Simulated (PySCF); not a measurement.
PySCF job for C2H10O2Si2, SMILES O[SiH2]CC[SiH2]O, PBE0/pcSseg-1. Geometry optimised at PBE0-D3(BJ)/def2-SVP. The structure was generated by enumeration, and PubChem lists no compound with its InChIKey, so it may never have been made. Other conformers were not sampled.

```python
import numpy as np
from pyscf import gto, scf, dft
from pyscf.prop.nmr import rks as nmr

mol = gto.M(
    atom='''
    O    -3.38457093   -0.42541829   -0.08262731
    Si   -1.79725112   -0.33649947    0.42715002
    C    -0.75828684    0.71390463   -0.74073265
    C     0.64298809    1.07694969   -0.23128843
    Si    1.83555185   -0.36464113   -0.00479778
    O     3.38468975    0.17654369    0.30291507
    H    -3.56608408   -0.98950388   -0.83890099
    H    -1.83440495    0.29516807    1.77643651
    H    -1.20189308   -1.70889662    0.53437483
    H    -1.34675804    1.62667408   -0.94271346
    H    -0.69155168    0.18387087   -1.70855220
    H     1.13036127    1.78278758   -0.92922042
    H     0.58275417    1.61460081    0.73179369
    H     1.47349555   -1.19535815    1.17640184
    H     1.78928089   -1.21356785   -1.24217053
    H     3.81943180    0.66606457   -0.40055603
    ''',
    basis='pcSseg-1',
    charge=0,
    spin=0,
    max_memory=1600,
    verbose=3,
)
mf = dft.RKS(mol, xc='pbe0').density_fit(auxbasis='def2-universal-jkfit')
mf.grids.level = 3
mf.conv_tol = 1e-10
mf.max_cycle = 100
mf.kernel()
n = nmr.NMR(mf)
n.verbose = 2
n.max_cycle_cphf = 60
sigma = n.kernel()
print('atom   isotropic/ppm   span/ppm')
for i, s in enumerate(sigma):
    w = np.linalg.eigvalsh((s + s.T) / 2)
    print(f'{mol.atom_symbol(i):2s}{i + 1:3d} {w.mean():14.3f} {w[2] - w[0]:11.3f}')
```

Program output:

```
converged SCF energy = -811.191732381674
atom   isotropic/ppm   span/ppm
O   1        312.550      35.765
Si  2        361.210     111.924
C   3        174.517      27.957
C   4        174.850      28.979
Si  5        360.044     104.750
O   6        310.076      42.687
H   7         30.796      20.871
H   8         26.600       7.764
H   9         26.319       8.259
H  10         30.242      11.724
H  11         30.668       9.315
H  12         30.547      11.695
H  13         30.349       9.614
H  14         26.507       8.274
H  15         26.450       7.531
H  16         30.847      20.459
```

The run converged.

Cost: very roughly 50 core-seconds.
